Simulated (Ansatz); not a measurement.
Computed with Ansatz on PBE0-D4/def2-TZVP structures; ΔE is electronic, products minus reactants. CBS: MP2 limit from def2 TZ/QZ plus the TZ coupled-cluster correction, frozen cores. This one scheme is used for every species. DFT in def2-TZVPP. B3LYP here is the variant with VWN-RPA as its local correlation; programs differ in this. For Ge outer-core shells are correlated without core-valence functions, which leaves a few kJ/mol of doubt a bond. Scalar relativity is left out up to krypton.

Consider the hydrogenolysis of a C–C bond: `C[CH]([GeH3])C#N` + H₂ → `C[CH2][GeH3]` + `C#N`.

CCSD(T)/CBS gives -0.23 eV.

Q: Another level gave -0.22 eV. Which?
A. HF/def2-TZVPP
B. B3LYP/def2-TZVPP
C. r2SCAN/def2-TZVPP
D. SCS-MP2/def2-TZVPP

A: D. SCS-MP2/def2-TZVPP -0.22, r2SCAN -0.17, B3LYP -0.29, HF/def2-TZVPP -0.40 eV.

Largest T1 diagnostic among the species: 0.014.

The D4 term adds +0.10 eV with B3LYP and +0.05 eV with PBE0; it sums over pairs of atoms, weighted by their polarisabilities, and B3LYP, whose exchange is more repulsive, gets the larger term. In def2-TZVPP, CCSD(T) changes the Hartree–Fock value by +0.16 eV (the triples alone add +0.05 eV) and MP2 by +0.25 eV.
